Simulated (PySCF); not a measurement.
## Two-component Hartree-Fock for Zn (zinc, neutral)

Start: [Ar] 3d10 4s2. Calculated with PySCF 2.14 in x2c-TZVPall-2c with one added diffuse shell each of s, p, d type (7s8p5d1f, 63 functions): generalised Hartree-Fock with the X2C-1e Hamiltonian and a Gaussian nucleus; one run each with spin-orbit coupling (SO) switched off, then screened by Boettger's factors. This is a chosen level, not necessarily the ground level.

```
spinor shell  electrons  ε, spin-free (eV)  ε, screened SO (eV)  weight of nominal j (screened SO)  rms radius, screened SO (bohr)
       1s1/2          2            -9729.8              -9729.7                              1.000                          0.0580
       2s1/2          2            -1233.6              -1233.5                              1.000                           0.244
       2p1/2          2            -1064.9              -1081.3                              1.000                           0.217
       3s1/2          2            -157.82              -157.81                              1.000                           0.731
       3p1/2          2            -105.51              -107.76                              1.000                           0.770
       3p3/2          4            -105.51              -104.43                              1.000                           0.781
       3d3/2          4            -20.731              -20.996                              1.000                            1.01
       3d5/2          6            -20.731              -20.555                              1.000                            1.01
       4s1/2          2             -8.136               -8.137                              1.000                            3.09
```

(1) Where does 2p3/2 lie, and what is the 2p spin-orbit splitting (screened SO)?

```tsv
quantity	spin-free	screened SO
E (hartree)	-1794.22708	-1794.27815
M_J	0	0
⟨J²⟩	0.000	0.000
⟨L²⟩	0.000	0.002
⟨S²⟩	0.000	0.002
```

Without spin-orbit coupling the j labels of p, d and f shells carry no meaning; the spin-free column gives the mean over the occupied spinors of each nl shell.

Answers

(1) At -1056.9 eV, 24.371 eV above 2p1/2.
